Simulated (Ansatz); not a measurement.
Stretching the B1–I3 bond in BHI2 (SMILES IBI) (multiplicity 1 held, fragments rigid). Energies count from the point at 2.114 Å.
Geometry at that point (charge 0, multiplicity 1):
| atom | x (Å) | y (Å) | z (Å) |
|---|---|---|---|
| B | -0.7042 | -0.4270 | -0.4638 |
| H | -1.5832 | -0.9600 | -1.0428 |
| I | -0.4043 | 1.6431 | -0.7670 |
| I | 0.5006 | -1.5847 | 0.8305 |

Restricted levels (R-, RO-) in cc, def2 and unpolarised 6-31G sets keep to the state of the molecule at rest. Active spaces are followed from a long bond inwards. Levels need not reach the same state.

Cores are frozen in the correlated methods. Filled d and f shells under p-block atoms count as core.

The values were computed with Ansatz (Gaussian basis) for Hartree–Fock, density functionals and correlated methods. Each number belongs to the level named beside it. In def2 rows elements past Kr take small-core potentials, without spin–orbit coupling.

Predict the energy at R = 6.763 Å from R-HF/def2-TZVPP.

612 kJ/mol

What is the computed energy at R = 6.763 Å (R-PBE/def2-TZVPP)?

422 kJ/mol

Predict the energy at R = 6.763 Å from FIC-MRCISD+Q on CASSCF(6,4)/def2-TZVPP.

360 kJ/mol

Doubts at one or more of the structures used: a restricted determinant that unrestricted orbitals would lower (R-HF/def2-TZVPP, R-PBE/def2-TZVPP); active orbitals that take no part (FIC-MRCISD+Q on CASSCF(6,4)/def2-TZVPP).

Ansatz is an electronic-structure program.
